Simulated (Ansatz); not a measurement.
CH7BClNSi can be A, `NBC[SiH2]Cl`, or B, `BN[SiH](C)Cl`.

Isolated molecules relaxed with PBE0-D4/def2-TZVP in Ansatz; ΔE leaves out vibrations. CBS: MP2 limit from def2 TZ/QZ plus the TZ coupled-cluster correction, frozen cores. Functionals use def2-TZVPP. B3LYP here is the variant with VWN-RPA as its local correlation; programs differ in this. Each species was taken in one conformer, which may not be the lowest.

Problem. Which is lower in electronic energy at CCSD(T)/CBS, and by how much? (Best estimate.)

Solution. Computed: B, by 43.7 kJ/mol.

Problem. Give E(B) − E(A) in kJ/mol with PBE0-D4, B3LYP-D4, r2SCAN-D4, B2PLYP, PBE-D4, HF/def2-TZVPP, B3LYP. (Best estimate.)

Solution. Ansatz gave: PBE0-D4 -35.4, B3LYP-D4 -42.8, r2SCAN-D4 -39.8, B2PLYP -44.0, PBE-D4 -32.7, HF/def2-TZVPP -51.1, B3LYP -41.6. None reverses the order clearly.

Largest T1 diagnostic: 0.011.

In def2-TZVPP, CCSD(T) changes the Hartree–Fock value by +8.1 kJ/mol (the triples alone add +0.8 kJ/mol) and MP2 by +6.5 kJ/mol.
